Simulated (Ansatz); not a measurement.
A nudged elastic band was laid between two geometries of C2H4Zn (7 atoms, charge 0, multiplicity 1).

Theory: Ansatz 0.2.0, RKS B3LYP-D4/def2-SVP.

* movable images: 7
* climbing image: yes
* spring: 5.0 eV/Å²
* optimiser: quadratic models (default)
* start path: through a guess of the saddle point
* force threshold: 0.05 eV/Å
* iteration limit: 60
* end points: relaxed

Image 0:

```xyz
7
Properties=species:S:1:pos:R:3
C -0.746 0.459 -0.546
C 0.311 0.417 0.266
Zn 1.362 -2.701 0.793
H -1.769 0.401 -0.162
H -0.634 0.544 -1.632
H 0.201 0.335 1.352
H 1.335 0.476 -0.116
```

Image 8:

```xyz
7
Properties=species:S:1:pos:R:3
C -0.542 0.371 -0.128
C 0.652 -0.232 0.548
Zn 0.974 -2.230 0.252
H -1.497 -0.116 0.130
H -0.503 0.516 -1.226
H -0.586 1.402 0.290
H 1.563 0.220 0.088
```

**Question.** What changes between the two ends?

**Answer.** Bonds broken: C2–H6. Bonds formed: C1–H6, C2–Zn3. C2H4 + Zn becomes C2H4Zn.

**Question.** What energy profile does the band end with?

**Answer.** The run converged. The highest image is number 5 of 0 to 8, 3.14 eV above the first end and 0.71 eV above the last; the last end lies 2.43 eV above the first. A vibrational analysis at the climbing image gives one clearly imaginary mode, 1200i cm⁻¹: a first-order saddle point. The orbitals stay closed-shell, which can raise the energy where a bond breaks towards radicals; this wasn't checked here.

```
image  path coordinate (Å)  energy (eV)  C2–H6 (Å)  C1–H6 (Å)  C2–Zn3 (Å)
    0                 0.00         0.00       1.09       2.12        3.33
    1                 0.32         0.04       1.09       2.10        3.04
    2                 0.65         0.45       1.08       1.98        2.85
    3                 0.98         1.38       1.09       1.79        2.67
    4                 1.30         2.55       1.15       1.55        2.51
    5                 1.63         3.14       1.33       1.28        2.36
    6                 2.03         2.77       1.71       1.14        2.15
    7                 2.43         2.48       1.97       1.12        2.06
    8                 2.84         2.43       2.07       1.11        2.05
```

**Question.** What is the geometry of the highest image?

**Answer.** 
```xyz
7
Properties=species:S:1:pos:R:3
C -0.617 0.316 -0.359
C 0.515 -0.112 0.373
Zn 1.229 -2.338 0.669
H -1.618 -0.022 -0.054
H -0.594 0.849 -1.328
H -0.272 0.895 0.732
H 1.418 0.344 -0.078
```

**Question.** What are the harmonic wavenumbers there?

**Answer.** 1200i, 134, 234, 265, 930, 1036, 1099, 1231, 1252, 1314, 1500, 2227, 3012, 3034, 3132 cm⁻¹.

The band took 12 iterations and roughly 4 core-minutes.

Time of the run: 4.2 min on 1 thread of Arm Neoverse V2, with other jobs on the host, peak memory 0.17 GiB.
